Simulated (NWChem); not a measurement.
Everything below was run with NWChem. System: H3AlS2, charge 0, spin multiplicity 1, at a geometry optimised with PBE/def2-SVP. The structure started from a generated list of species. Level: G0W0@PBE/def2-TZVPD, RI basis def2-tzvpd-rifit.

Job file:

```
start mol
memory heap 200 mb stack 700 mb global 1700 mb
geometry units angstroms nocenter noautoz
  Al     0.000000     0.000000     0.751203
  H      0.000000     0.000000     2.343854
  S     -1.860489     0.000000    -0.422087
  H     -2.637531     0.000000     0.698647
  S      1.860489     0.000000    -0.422087
  H      2.637531     0.000000     0.698647
  symmetry group C2v
end
basis spherical
  * library def2-tzvpd
end
basis "ri basis" bse spherical
  * library def2-tzvpd-rifit
end
dft
  xc xpbe96 cpbe96
  iterations 100
  direct
  tolerances tight
end
task dft energy
gw
  method cdgw
  states alpha occ 4 vir 2
end
task dft gw
```

NWChem printed:

```
             Northwest Computational Chemistry Package (NWChem) 7.3.0
             --------------------------------------------------------

                                NWChem Input Module
                                -------------------

 Scaling coordinates for geometry "geometry" by  1.889725989
 (inverse scale =  0.529177249)

 Turning off AUTOSYM since
 SYMMETRY directive was detected!

                             Geometry "geometry" -> ""
                             -------------------------

 Output coordinates in angstroms (scale by  1.889725989 to convert to a.u.)

  No.       Tag          Charge          X              Y              Z
 ---- ---------------- ---------- -------------- -------------- --------------
    1 Al                  13.0000     0.00000000     0.00000000     0.75120300
    2 H                    1.0000     0.00000000     0.00000000     2.34385400
    3 S                   16.0000    -1.86048900     0.00000000    -0.42208700
    4 H                    1.0000    -2.63753100     0.00000000     0.69864700
    5 S                   16.0000     1.86048900     0.00000000    -0.42208700
    6 H                    1.0000     2.63753100     0.00000000     0.69864700

 Effective nuclear repulsion energy (a.u.)     167.6153897212

            Nuclear Dipole moment (a.u.)
            ----------------------------
        X                 Y               Z
 ---------------- ---------------- ----------------
     0.0000000000     0.0000000000     0.0000056692

      Symmetry information
      --------------------

 Group name             C2v
 Group number             16
 Group order               4
 No. of unique centers     4

      Symmetry unique atoms

     1    2    3    4


 Summary of "ao basis" -> "" (spherical)
 ------------------------------------------------------------------------------
       Tag                 Description            Shells   Functions and Types
 ---------------- ------------------------------  ------  ---------------------
 *                         def2-tzvpd                 on all atoms

 new library libraries.bse/
[...]
           0.000000000000         958.492454516883           0.000000000000
           0.000000000000           0.000000000000         840.483880242828

     Multipole analysis of the density
     ---------------------------------

     L   x y z        total         alpha         beta         nuclear
     -   - - -        -----         -----         ----         -------
     0   0 0 0     -0.000000    -24.000000    -24.000000     48.000000

     1   1 0 0      0.000000      0.000000      0.000000      0.000000
     1   0 1 0     -0.000000     -0.000000     -0.000000      0.000000
     1   0 0 1      0.640993      0.320494      0.320494      0.000006

     2   2 0 0    -29.474407   -237.354778   -237.354778    445.235148
     2   1 1 0      0.000000      0.000000      0.000000      0.000000
     2   1 0 1      0.000000      0.000000      0.000000      0.000000
     2   0 2 0    -30.805149    -15.402575    -15.402575      0.000000
     2   0 1 1     -0.000000     -0.000000     -0.000000      0.000000
     2   0 0 2    -31.025238    -50.342784    -50.342784     69.660330

 Task  times  cpu:       10.8s     wall:       10.8s

                                NWChem Input Module
                                -------------------

                                 NWChem GW Module
                                 ----------------

                             ***********************
                             ***        GW       ***
                             ***********************

 Summary of "ri basis" -> "ri basis" (spherical)
 ------------------------------------------------------------------------------
       Tag                 Description            Shells   Functions and Types
 ---------------- ------------------------------  ------  ---------------------
 Al                     def2-tzvpd-rifit            33      129   10s8p7d6f2g
 H                      def2-tzvpd-rifit            10       24   5s3p2d
 S                      def2-tzvpd-rifit            33      129   10s8p7d6f2g

                 Memory Information
                 ------------------
          Available GA per process is          1699.8 MBs
          Available stack per process is        700.0 MBs
          Available heap per process is           0.0 MBs

          Peak memory in Initialization
              Peak GA per process is                 16.5 MBs
              Peak stack per process is               0.3 MBs
              Peak heap per process is               17.2 MBs
              Memory not in MA per process            0.0 MBs

          Peak memory in CDGW Calculation
              Peak GA per process is                 20.0 MBs
              Peak stack per process is               3.2 MBs
              Peak heap per process is                3.5 MBs
              Memory not in MA per process            0.0 MBs

          Computing 2-center integrals
          Computing Inverse Cholesky factor
          Computing 3-center integrals
          Computing Vxc

          Computing Sigma_x
          Computing W(iw) on the imaginary grid
          Solving quasiparticle equations

                  Alpha Orbitals
          State     Energy (eV)     Error (eV)
          -----------------------------------
@GW        21        -10.487           0.002
@GW        22        -10.342           0.002
@GW        23         -9.623           0.002
@GW        24         -9.118           0.002
@GW        25          0.323           0.002
@GW        26          0.867           0.004

     GW Timing Statistics
   ------------------------
   Init.   :          0.1s
     ERIs  :          1.2s
     Distr.:          0.0s
     Vxc   :          0.1s
   Vmo     :          0.0s
   iW      :          2.4s
   I_n     :          0.0s
   R_n     :          0.2s
   GW total:          4.0s

 Task  times  cpu:        4.0s     wall:        4.0s

 Total times  cpu:       14.8s     wall:       14.8s
```
